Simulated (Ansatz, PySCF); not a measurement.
CH₆F₂OSi₂, SMILES OC([SiH2]F)[SiH2]F. Atoms are numbered in the order given.

```xyz
12

O      0.4268     1.6379     0.0000
C     -0.2415     0.3635     0.0000
Si     0.0987    -0.5737    -1.5934
F     -0.5684     0.2086    -2.8546
Si     0.0987    -0.5737     1.5934
F     -0.5684     0.2086     2.8546
H      1.3787     1.4771     0.0000
H     -1.3268     0.5803     0.0000
H     -0.4828    -1.9417    -1.5444
H      1.5706    -0.6184    -1.8139
H     -0.4828    -1.9417     1.5444
H      1.5706    -0.6184     1.8139
```
Charge 0, spin multiplicity 1.

Geometry optimised at ωB97X-D3(BJ)/def2-SVP. This is a generated structure with no PubChem entry under its InChIKey; it may be hypothetical. One conformer was computed; it need not be the lowest.

Two levels are set side by side: PBE-D3(BJ)/def2-SVP (Ansatz, an electronic-structure program) and ωB97X-D3(BJ)/def2-SVP (PySCF). Each level has its own optimised geometry; the coordinates shown are those of the second. Frequencies come from the Hessian of PySCF at each geometry. Differences are taken from unrounded values.

| quantity | ωB97X-D3(BJ) |
|---|---|
| mean bond length (Å) | 1.498 |
| bond O1–C2 (Å) | 1.439 |
| bond C2–Si3 (Å) | 1.880 |
| bond C2–Si5 (Å) | 1.880 |
| bond Si3–F4 (Å) | 1.627 |
| bond Si5–F6 (Å) | 1.627 |
| bond O1–H7 (Å) | 0.965 |
| bond C2–H8 (Å) | 1.107 |
| bond Si3–H9 (Å) | 1.487 |
| bond Si3–H10 (Å) | 1.489 |
| bond Si5–H11 (Å) | 1.487 |
| bond Si5–H12 (Å) | 1.489 |
| highest harmonic wavenumber (cm⁻¹) | 3866 |
| mean harmonic wavenumber (cm⁻¹) | 1069 |
| zero-point energy (kcal/mol) | 45.84 |

What does PBE-D3(BJ) give, and how far is it from ωB97X-D3(BJ)? (An estimate is asked for; the answer gives what the named calculation found.)


```tsv
quantity	PBE-D3(BJ)	PBE-D3(BJ) minus ωB97X-D3(BJ)
mean bond length (Å)	1.511	0.013
bond O1–C2 (Å)	1.445	0.006
bond C2–Si3 (Å)	1.898	0.018
bond C2–Si5 (Å)	1.898	0.018
bond Si3–F4 (Å)	1.640	0.013
bond Si5–F6 (Å)	1.640	0.013
bond O1–H7 (Å)	0.977	0.011
bond C2–H8 (Å)	1.116	0.009
bond Si3–H9 (Å)	1.502	0.015
bond Si3–H10 (Å)	1.503	0.014
bond Si5–H11 (Å)	1.502	0.015
bond Si5–H12 (Å)	1.503	0.014
highest harmonic wavenumber (cm⁻¹)	3680	-186
mean harmonic wavenumber (cm⁻¹)	1018	-51
zero-point energy (kcal/mol)	43.65	-2.19
```

GGA bonds tend to be longer and softer than those of functionals with exact exchange. Differences between two approximate levels are no errors against the true value.
